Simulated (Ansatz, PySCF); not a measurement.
4-methyl-1,3-thiazole (C₄H₅NS), SMILES Cc1cscn1. Atoms are numbered in the order given.

```xyz
11

C     -0.1784    -2.4397     0.0000
C     -0.0350    -0.9550     0.0000
C     -1.0625    -0.0446     0.0000
S     -0.4411     1.5563     0.0000
C      1.1572     0.8969     0.0000
N      1.2179    -0.3969     0.0000
H     -1.2338    -2.7422     0.0000
H      0.3123    -2.8724    -0.8853
H      0.3123    -2.8724     0.8853
H     -2.1336    -0.2386     0.0000
H      2.0302     1.5539     0.0000
```

Geometry: PBE0-D3(BJ)/def2-SVP.

Two levels are set side by side: PBE-D3(BJ)/def2-SVP (Ansatz, a quantum-chemistry and plane-wave program) and PBE0-D3(BJ)/def2-SVP (Ansatz). Each level has its own optimised geometry; the coordinates shown are those of the second. Frequencies come from the Hessian of PySCF at each geometry. Differences are taken from unrounded values.

| quantity | PBE0-D3(BJ) | PBE-D3(BJ) | PBE-D3(BJ) minus PBE0-D3(BJ) |
|---|---|---|---|
| mean bond length (Å) | 1.314 | 1.325 | 0.011 |
| bond C1–C2 (Å) | 1.492 | 1.499 | 0.008 |
| bond C2–C3 (Å) | 1.373 | 1.386 | 0.013 |
| bond C2–N6 (Å) | 1.372 | 1.381 | 0.009 |
| bond C3–S4 (Å) | 1.717 | 1.731 | 0.013 |
| bond S4–C5 (Å) | 1.729 | 1.751 | 0.022 |
| bond C5–N6 (Å) | 1.295 | 1.307 | 0.012 |
| bond C1–H7 (Å) | 1.098 | 1.106 | 0.008 |
| bond C1–H8 (Å) | 1.101 | 1.109 | 0.008 |
| bond C1–H9 (Å) | 1.101 | 1.109 | 0.009 |
| bond C3–H10 (Å) | 1.089 | 1.096 | 0.008 |
| bond C5–H11 (Å) | 1.093 | 1.100 | 0.008 |
| highest harmonic wavenumber (cm⁻¹) | 3284 | 3191 | -93 |
| mean harmonic wavenumber (cm⁻¹) | 1357 | 1308 | -49 |
| zero-point energy (kcal/mol) | 52.36 | 50.47 | -1.90 |

Exact exchange shortens and stiffens bonds; PBE has none. Differences between two approximate levels are no errors against the true value.
